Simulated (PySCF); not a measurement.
Calculation: PBE-D3(BJ)/def2-TZVP // B3LYP-D3(BJ)/def2-TZVP (PySCF). All species are isolated molecules in the gas phase. Excitations are Tamm–Dancoff values on a coarser integration grid. The basis has no diffuse functions, so Rydberg states are missing or too high.

Reference species (SMILES): `BrB(Br)Br` (neutral, multiplicity 1).

| Property | Result |
|---|---|
| S1 oscillator strength | 0.000 |
| brightest of the four lowest singlets (TDA) | 5.54 eV |
| T1 excitation (TDA) | 3.98 eV |

Changed species: `FB(Br)Br` (2 of 3 F replaced by Br; the reference has 3 of 3 F replaced by Br).

Problem. Give the shifts of the S1 oscillator strength, brightest of the four lowest singlets (TDA) and T1 excitation (TDA).

Solution. the S1 oscillator strength stays essentially unchanged; the brightest of the four lowest singlets (TDA) rises by 0.58 eV, to 6.12 eV; the T1 excitation (TDA) rises by 0.94 eV, to 4.92 eV.
